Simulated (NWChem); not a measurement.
Basis-set convergence for CH3ClGe

```xyz
6

Ge     0.1871     0.1192     0.6634
Cl    -1.0233    -0.9430    -0.8761
C      1.2063     1.2845    -0.6171
H      1.9361     1.9293    -0.0867
H      0.4961     1.9241    -1.1842
H      1.7394     0.6554    -1.3613
```
Charge 0, spin multiplicity 1.

Program: NWChem. All single points use one geometry, from PBE/def2-SVP, a minimum by its harmonic frequencies.

Quantity: first vertical ionisation energy at the level G0W0@PBE0.

The Hamiltonian is non-relativistic. GW and range-separated runs recompute their integrals, the others keep them in memory, which bears on the times. The structure started from a generated list of species.

The cost column gives rough processor time relative to def2-SVP; each entry includes its own SCF.

Problem. In def2-TZVPD the value is 8.82 eV. Among def2-SVP, def2-SVPD, def2-TZVP, which is the smallest basis within 0.05 eV of it?

Solution. def2-TZVP, with 134 functions against 164. def2-TZVPD isn't the basis-set limit itself, and a small set can land close by cancellation.

| basis | functions | first vertical ionisation energy (eV) | relative cost |
|---|---|---|---|
| def2-SVP | 79 | 8.43 | 1 |
| def2-SVPD | 109 | 8.53 | under 3 |
| def2-TZVP | 134 | 8.83 | 7 |
| def2-TZVPD | 164 | 8.82 | 10 |
